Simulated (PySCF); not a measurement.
# Field gradients at the hydrogen positions

Compound: C5H4F4O.
Cartesian coordinates in Å at the GFN2-xTB level; atoms count from 1:
```xyz
14
C5H4F4O angstrom
C     -0.0721    1.5910   -0.6083
C      0.1824    0.3479   -0.1965
O     -0.6894   -0.5059    0.4084
C     -1.9858   -0.0495    0.6313
F     -2.6510   -1.0539    1.2356
C      1.5061   -0.2559   -0.3662
F      2.4287    0.5242   -0.9601
C      1.8872   -1.4828    0.0020
F      3.1070   -1.9613   -0.1853
F      1.1244   -2.3777    0.5923
H      0.7032    2.1685   -1.0743
H     -1.0305    2.0602   -0.4989
H     -2.5082    0.1760   -0.3137
H     -2.0025    0.8187    1.3116
```

Level: PBE0/pcSseg-1 (PySCF, non-relativistic); Q(2H) = 0.00286 b; rigid geometry, the same for H and D, with no vibrational averaging.

**Question.** Rank these positions by the coupling χzz of a deuteron there, largest first.
A. H12 (vinylic hydrogen)
B. H13 (methylene hydrogen)
C. H11 (vinylic hydrogen)

**Answer.** A (234 kHz), C (229 kHz), B (178 kHz).

**Question.** Give the electric field gradient Vzz (the principal value of largest size), its asymmetry and the 2H coupling at each hydrogen.

**Answer.** 
```tsv
atom	bonded to	bond length (Å)	Vzz (au)	η	χzz (kHz)
H11	C1	1.073	0.3415	0.08	229
H12	C1	1.073	0.3475	0.10	234
H13	C4	1.103	0.2644	0.06	178
H14	C4	1.103	0.2643	0.06	178
```

**Question.** A static deuteron (I = 1) shows a doublet split by (3/2)χ, (3/4)χ(1 + η) and (3/4)χ(1 − η) with the field along z, y and x of the gradient. What are these for H12?

**Answer.** With |χ| = 233.5 kHz and η = 0.097: 350, 192 and 158 kHz, to first order and without motion.

The structure is a single GFN2-xTB conformer in the gas phase; no vibrational or solvent corrections. GFN2-xTB bond lengths can be off by several hundredths of an ångström, more for odd bonds, and the gradients follow them. The small basis limits the accuracy of the gradients.
